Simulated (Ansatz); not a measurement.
`C[SiH2]OB[SiH3]` → `COB[SiH3]` + `[SiH2]` at 700 K and 1 bar (silylene formation by 1,1-elimination).

Calculated with Ansatz (gas phase, PBE0-D4/def2-TZVP geometries, no zero-point term in ΔE). CCSD(T)/CBS adds triple-zeta CCSD(T) − MP2 to the extrapolated MP2 energy (def2 sets, frozen cores). This one scheme is used for every species. One conformer a species, not always the lowest.

| species | CCSD(T)/CBS energy (Eh) | H − E (kJ/mol) | S (J/(mol·K)) |
| --- | --- | --- | --- |
| `C[SiH2]OB[SiH3]` | -721.66573 | 354.0 | 552.5 |
| `COB[SiH3]` | -431.31805 | 285.0 | 446.7 |
| `[SiH2]` | -290.19011 | 56.3 | 240.4 |

H − E and S are ideal-gas, rigid-rotor, harmonic terms from PBE0-D4/def2-TZVP, for one conformer and one mirror image of each species. 1 Eh = 2625.50 kJ/mol, R = 8.31446 J/(mol·K).

Q: By hand: ΔE, ΔH, ΔS and ΔG.

A: ΔE = (-431.31805) + (-290.19011) − (-721.66573) = 0.15757 Eh = 413.7 kJ/mol. Δ(H − E) = 285.0 + 56.3 − 354.0 = -12.7, so ΔH = 401.0 kJ/mol. ΔS = 446.7 + 240.4 − 552.5 = 134.6 J/(mol·K). ΔG = 401.0 − 700 × (134.6)/1000 = 306.8 kJ/mol.

Q: By hand: the equilibrium constant, and the temperature at which ΔG would vanish if ΔH and ΔS stayed fixed.

A: log₁₀ K = −ΔG/(RT ln 10) = -22.9. ΔG = 0 at ΔH/ΔS = 2979 K, far beyond where these terms or the molecules hold.

The number of gas molecules changes by +1, which sets the sign of ΔS. A doubt of 5 kJ/mol in ΔE shifts log₁₀ K by 0.4 here. Other conformers and mirror images would add mixing entropy, several J/(mol·K) or more a flexible species. Modes under 60 cm⁻¹, often nearly free rotors, make the harmonic entropy too high. These are equilibria of isolated gas molecules and say nothing of rates. Largest T1 diagnostic: 0.014 (customary marks: 0.02 for closed shells, 0.045 for open ones).
